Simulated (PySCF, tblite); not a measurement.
Isomers of C6H11F3. Calculated harmonic vibrations of the isolated species, GFN2-xTB (tblite), most abundant isotopes, no scaling. The method is semi-empirical: single wavenumbers can be off by several per cent or more. One conformer each.

Electronic energies: PBE0/pcSseg-1 single points on the GFN2-xTB geometries (PySCF, gas phase).

| SMILES | electronic energy, lowest = 0 (kcal/mol) |
| --- | --- |
| CC(C)(C)C(F)(F)CF | 1.2 |
| CC(C)[C@@](C)(F)C(F)F | 0.0 |
| C[C@@H](CF)[C@](C)(F)CF | 9.4 |

Problem. How do GFN2-xTB zero-point energies change the relative energies?

Solution. 
```tsv
SMILES	ZPE (kcal/mol)	of it from modes above 1550 cm⁻¹	electronic (kcal/mol)	with ZPE, lowest = 0 (kcal/mol)	lowest mode (cm⁻¹)	rings
CC(C)[C@@](C)(F)C(F)F	101.7	47.6	0.0	0.0	57	0
CC(C)(C)C(F)(F)CF	101.6	47.7	1.2	1.1	60	0
C[C@@H](CF)[C@](C)(F)CF	101.8	47.4	9.4	9.4	61	0
```

The zero-point energies span 0.2 kcal/mol, from `CC(C)(C)C(F)(F)CF` to `C[C@@H](CF)[C@](C)(F)CF`. The order is unchanged.

Problem. And how do the electronic energies of GFN2-xTB itself compare?

Solution. `CC(C)[C@@](C)(F)C(F)F` 1.0; `CC(C)(C)C(F)(F)CF` 0.0; `C[C@@H](CF)[C@](C)(F)CF` 3.7 kcal/mol, lowest = 0. Against the energies above, taken from the same isomer `CC(C)[C@@](C)(F)C(F)F`, the largest difference is 6.7 kcal/mol.

Problem. What do entropy and thermal enthalpy add at 298.15 K and 1 bar (rigid rotor, harmonic oscillator, one conformer each)?

Solution. 
```
                 SMILES  point group  symmetry number  S (cal/(mol K))  H − H(0) (kcal/mol)  ZPE + H − H(0) − TS (kcal/mol)
  CC(C)[C@@](C)(F)C(F)F           C1                1             99.5                 7.23                            79.3
      CC(C)(C)C(F)(F)CF           C1                1             98.3                 7.19                            79.5
C[C@@H](CF)[C@](C)(F)CF           C1                1             99.6                 7.20                            79.2
```
